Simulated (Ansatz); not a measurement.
CH$_{6}$FGeN, SMILES `[NH2][GeH2][CH2]F`, relaxed with RKS PBE0-D4/def2-TZVP in the Gaussian-basis code of Ansatz from a PBE-D4/def2-SVP geometry. The force threshold is 0.005 eV/Å; the program also tests the step.

The species carries charge 0 and has multiplicity 1.

Start:

```xyz
10

N     1.108   -1.344   -0.647
Ge    0.738    0.323    0.085
C    -1.198    0.664    0.435
F    -1.891    0.544   -0.770
H     0.630   -1.478   -1.547
H     0.817   -2.118   -0.036
H     1.224    1.367   -0.954
H     1.531    0.426    1.417
H    -1.606   -0.069    1.167
H    -1.353    1.686    0.850
```

```csv
step,energy (eV),largest force (eV/Å),largest move (Å)
1,-61849.3559,0.589,0.000
2,-61849.3898,0.184,0.029
3,-61849.3938,0.080,0.017
4,-61849.3945,0.033,0.007
5,-61849.3949,0.012,0.013
6,-61849.3949,0.004,0.007
```

End:

```xyz
10

N     1.070   -1.329   -0.647
Ge    0.739    0.328    0.077
C    -1.181    0.662    0.433
F    -1.902    0.526   -0.748
H     0.616   -1.479   -1.538
H     0.839   -2.102   -0.038
H     1.244    1.370   -0.932
H     1.498    0.412    1.414
H    -1.576   -0.058    1.157
H    -1.347    1.671    0.822
```

It took 19 s on 4 threads of a server CPU on a shared host, with 0.44 GiB of host memory at the peak.
